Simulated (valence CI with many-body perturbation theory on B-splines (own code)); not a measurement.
## Forbidden lines of Cl¹²⁺

Calculated by relativistic CI+MBPT: three valence electrons over a frozen Dirac-Fock core [He], radial functions for each j: 11 s, 11 p, 10 d, 8 f, 5 g, 2 h, with the one-electron correlation potential Σ1, the two-electron term Σ2, the three-electron term Σ3, Breit, model QED; selected CI, second order for the rest, scaled by the run's own slope (own B-spline code, finite nucleus).

No measured spectrum was set against this ion. As an estimate, levels of excited configurations hold to 0.05 to 0.15 % of their energy, terms of the ground configuration to about 0.5 %.

Lines 1 to 13 of 13 in falling wavelength, among levels below 557.36 eV, chosen from the decays that carry over 1 % of a level's rate. Wavelengths and rates use the calculated energies, so an error of 400 cm⁻¹ moves a line at 3.259 nm by 0.013 % and its rate by three times that or more. Electric multipoles are in the length gauge with retardation, E1 and E2 with the static RPA response of the core. M1 uses the operator L + gS. S is in atomic units (e²a₀⁴ for E2 and M2, e²a₀⁶ for E3), for M1 in squared Bohr magnetons. Weak lines are less certain than strong ones. Lines between different terms over intervals too small for the method are left out, as are lines whose strength nearly cancels.

| λ vac (nm) | Upper | Lower | Type | A (s⁻¹) | S (a.u.) |
| --- | --- | --- | --- | --- | --- |
| 574.4 | 2s2 2p 2P°_3/2 | 2s2 2p 2P°_1/2 | M1 | 4.77e+01 | 1.34e+00 |
| 3.259 | 2s 2p 3p 4D_5/2 | 2s 2p2 4P_5/2 | E2 | 1.10e+08 | 2.17e-02 |
| 3.249 | 2s 2p 3p 4D_7/2 | 2s 2p2 4P_5/2 | E2 | 1.23e+08 | 3.17e-02 |
| 3.243 | 2s 2p 3p 4D_5/2 | 2s 2p2 4P_1/2 | E2 | 8.92e+07 | 1.71e-02 |
| 3.240 | 2s 2p 3p 4D_7/2 | 2s 2p2 4P_3/2 | E2 | 8.26e+07 | 2.11e-02 |
| 2.908 | 2p2 3d 2G_9/2 | 2s 2p2 2D_5/2 | E2 | 5.58e+08 | 1.03e-01 |
| 2.849 | 2p2 3d 4F_7/2 | 2s 2p2 4P_5/2 | E2 | 1.43e+08 | 1.92e-02 |
| 2.846 | 2p2 3d 4F_5/2 | 2s 2p2 4P_3/2 | E2 | 3.15e+08 | 3.16e-02 |
| 2.844 | 2p2 3d 4F_9/2 | 2s 2p2 4P_5/2 | E2 | 6.49e+08 | 1.08e-01 |
| 2.844 | 2p2 3d 4F_3/2 | 2s 2p2 4P_1/2 | E2 | 5.25e+08 | 3.49e-02 |
| 2.842 | 2p2 3d 4F_7/2 | 2s 2p2 4P_3/2 | E2 | 5.05e+08 | 6.68e-02 |
| 2.841 | 2p2 3d 4F_5/2 | 2s 2p2 4P_1/2 | E2 | 3.04e+08 | 3.01e-02 |
| 2.834 | 2p2 3d 4D_7/2 | 2s 2p2 4P_5/2 | E2 | 3.87e+08 | 5.05e-02 |
